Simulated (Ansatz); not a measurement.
Consider the formal exchange of groups at the Si–Si bond: `O[Si@H](F)[Si@H](O)F` + BH₃ → `B[SiH](O)F` + `O[SiH2]F`.

Gas-phase electronic energies from Ansatz, PBE0-D4/def2-TZVP geometries. CCSD(T)/CBS adds triple-zeta CCSD(T) − MP2 to the extrapolated MP2 energy (def2 sets, frozen cores). This one scheme is used for every species. Functionals use def2-TZVPP. HSE06 is defined as in plane-wave codes. Each species was taken in one conformer, which may not be the lowest.

```json
{"level": "LDA (SPW92)", "ΔE (kJ/mol)": "-0.3", "difference from CCSD(T)/CBS": "3.4"}
{"level": "PBE-D4", "ΔE (kJ/mol)": "4.7", "difference from CCSD(T)/CBS": "8.4"}
{"level": "revPBE-D4", "ΔE (kJ/mol)": "6.1", "difference from CCSD(T)/CBS": "9.8"}
{"level": "BLYP-D4", "ΔE (kJ/mol)": "5.1", "difference from CCSD(T)/CBS": "8.8"}
{"level": "PBE0-D4", "ΔE (kJ/mol)": "2.1", "difference from CCSD(T)/CBS": "5.8"}
{"level": "r2SCANh-D4", "ΔE (kJ/mol)": "-0.5", "difference from CCSD(T)/CBS": "3.2"}
{"level": "HSE06-D4", "ΔE (kJ/mol)": "2.0", "difference from CCSD(T)/CBS": "5.7"}
{"level": "ωB97M-V", "ΔE (kJ/mol)": "-2.5", "difference from CCSD(T)/CBS": "1.2"}
{"level": "revPBE", "ΔE (kJ/mol)": "0.3", "difference from CCSD(T)/CBS": "4.0"}
{"level": "r2SCANh", "ΔE (kJ/mol)": "-1.9", "difference from CCSD(T)/CBS": "1.8"}
{"level": "LC-ωPBE", "ΔE (kJ/mol)": "-3.2", "difference from CCSD(T)/CBS": "0.5"}
{"level": "MP2/def2-SVP", "ΔE (kJ/mol)": "-11.5", "difference from CCSD(T)/CBS": "-7.8"}
{"level": "MP2/def2-TZVPP", "ΔE (kJ/mol)": "-4.9", "difference from CCSD(T)/CBS": "-1.2"}
{"level": "SCS-MP2/def2-TZVPP", "ΔE (kJ/mol)": "-6.0", "difference from CCSD(T)/CBS": "-2.3"}
{"level": "CCSD/def2-TZVPP", "ΔE (kJ/mol)": "-7.0", "difference from CCSD(T)/CBS": "-3.3"}
{"level": "SCS-MP2/def2-QZVPP", "ΔE (kJ/mol)": "-5.1", "difference from CCSD(T)/CBS": "-1.4"}
{"level": "CCSD(T)/CBS", "ΔE (kJ/mol)": "-3.7", "difference from CCSD(T)/CBS": "0"}
```

Largest T1 diagnostic among the species: 0.013.

The D4 term adds +6.3 kJ/mol with B3LYP and +3.7 kJ/mol with PBE0; it sums over pairs of atoms, weighted by their polarisabilities, and B3LYP, whose exchange is more repulsive, gets the larger term. In def2-TZVPP, CCSD(T) changes the Hartree–Fock value by +4.3 kJ/mol (the triples alone add +1.5 kJ/mol) and MP2 by +4.7 kJ/mol.

B3LYP here is the variant with VWN-RPA as its local correlation; programs differ in this.
